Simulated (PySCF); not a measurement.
An unknown is described by computed data only.

Formula: C4H5BF2SSi.

| Item | Value |
| --- | --- |
| 13C NMR | chemical shifts (computed TMS as zero) by class: 131.5 (1 C), 128.2 (1 C), 120.9 (1 C), 117.1 (1 C) ppm [GIAO KT3/pcSseg-1] |
| Polarisability | 103.1 au [CAM-B3LYP/def2-SVPD] |
| UV, first state | lowest singlet excitation: 5.41 eV (229 nm, f = 0.169) [TDDFT CAM-B3LYP/def2-SVPD] |
| Dipole | 1.44 D [CAM-B3LYP/def2-SVPD] |
| Rotational structure | rotational constants A, B, C: 2.753, 0.604, 0.501 GHz [PBE0-D3(BJ)/def2-SVP] |
| Valence photoelectron | vertical ionisation energy: 8.97 eV [ΔSCF CAM-B3LYP/def2-SVPD] |
| 1H NMR | chemical shifts (computed TMS as zero) by class: 7.67 (1 H), 7.34 (1 H), 7.07 (1 H), 4.47 (2 H) ppm [GIAO KT3/pcSseg-1] |
| NMR, other nuclei | isotropic shieldings of nuclei other than C and H, by class: 74 (1 B), 188 (2 F), 456 (1 Si), 269 (1 S) ppm [GIAO KT3/pcSseg-1] |
| Triplet | lowest triplet excitation (Tamm–Dancoff): 3.63 eV [TDA CAM-B3LYP/def2-SVPD] |

Electronic properties: PySCF, gas phase, density fitting. Levels stand in brackets. Isolated species at its PBE0-D3(BJ)/def2-SVP geometry (one conformer only). NMR values are class means; diastereotopic atoms form classes of their own.

Q: Give a SMILES that accounts for the data.

A: Numbering: `[F:1][B:2]([F:3])[SiH2:4][c:5]1[cH:6][cH:7][cH:8][s:9]1`. 4 carbons fall into 4 classes; from least to most shielded: aromatic CH carbon [C6] (131.5 ppm), aromatic CH next to a ring sulfur [C8] (128.2 ppm), aromatic CH carbon [C7] (120.9 ppm), substituted aromatic carbon [C5] (117.1 ppm). Hydrogen classes from least to most shielded: 1 H on an aromatic CH carbon, C6 (7.67 ppm), 1 H on an aromatic CH next to a ring sulfur, C8 (7.34 ppm), 1 H on an aromatic CH carbon, C7 (7.07 ppm), 2 H on an SiH2 silicon, Si4 (4.47 ppm). The other shieldings belong to: 74 ppm, three-coordinate boron [B2]; 188 ppm, boron-bound fluorine [F1/F3]; 456 ppm, SiH2 silicon [Si4]; 269 ppm, thiophene-type sulfur [S9]. The first electron is taken from the HOMO, whose largest Löwdin shares are 0.27 on the substituted aromatic carbon, 0.26 on the aromatic CH next to a ring sulfur, 0.15 on an aromatic CH carbon and 0.13 on an aromatic CH carbon. The optimised geometry has point group C1 and is an asymmetric top. Structure: `FB(F)[SiH2]c1cccs1`. The assignments are read from this structure; whether some other isomer fits the data as well wasn't checked.

Conformer computed: `[F:1][B:2]([F:3])[SiH2:4][c:5]1[cH:6][cH:7][cH:8][s:9]1`: F1–B2–Si4–C5 15°, B2–Si4–C5–C6 -12°.
